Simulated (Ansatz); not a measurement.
# Worked example: a bond strength in C6H12O3 (SMILES COCC(C)OC(C)=O)

The species is C6H12O3 (21 atoms), meant as a singlet with charge 0. As SMILES, `COCC(C)OC(C)=O`. Geometry: optimised at r2SCAN/def2-SVP. This is one conformer, not always the lowest.

```xyz
21

C    -1.7224   -2.4798    1.8361
O    -1.2826   -1.8717    0.6516
C    -0.5529   -0.6965    0.8797
C    -0.1275   -0.1368   -0.4674
C     0.7709   -1.0726   -1.2497
O     0.5661    1.0910   -0.1503
C     0.5965    2.0412   -1.1118
C     1.3724    3.2410   -0.6426
O     0.0725    1.9187   -2.1925
H    -2.3910   -1.8133    2.4182
H    -2.2807   -3.3856    1.5605
H    -0.8746   -2.7686    2.4905
H    -1.1621    0.0617    1.4166
H     0.3481   -0.8941    1.5021
H    -1.0213    0.1119   -1.0634
H     1.7034   -1.2625   -0.6940
H     1.0145   -0.6415   -2.2310
H     0.2516   -2.0300   -1.4003
H     0.9815    3.5937    0.3230
H     1.3137    4.0359   -1.3948
H     2.4238    2.9578   -0.4803
```

Wanted: the dissociation energy of the C7–O6 bond into doublet C2H3O and doublet C4H9O2 (shapes relaxed at r2SCAN/def2-SVP, no zero-point term). 1 Eh = 2625.50 kJ/mol = 27.2114 eV. Totals in Eh; open shells run unrestricted unless said.

```
           level  program      C6H12O3  doublet C2H3O  doublet C4H9O2
  SVWN5/def2-SVP   Ansatz  -457.402174    -151.794144     -305.408616
   BLYP/def2-SVP   Ansatz  -461.015752    -153.019570     -307.843712
PBE0-D4/def2-SVP   Ansatz  -460.689381    -152.891650     -307.628981
```

Task: Work out the dissociation energy at each level.

Result: 
1. SVWN5/def2-SVP: (-151.794144) + (-305.408616) − (-457.402174) = 0.199414 Eh = 523.6 kJ/mol = 5.43 eV.
2. BLYP/def2-SVP: (-153.019570) + (-307.843712) − (-461.015752) = 0.152470 Eh = 400.3 kJ/mol = 4.15 eV.
3. PBE0-D4/def2-SVP: (-152.891650) + (-307.628981) − (-460.689381) = 0.168750 Eh = 443.1 kJ/mol = 4.59 eV.

The levels span 400 to 524 kJ/mol; no measured value is set beside them. A bond enthalpy at 298 K also holds the loss of zero-point energy and thermal terms.
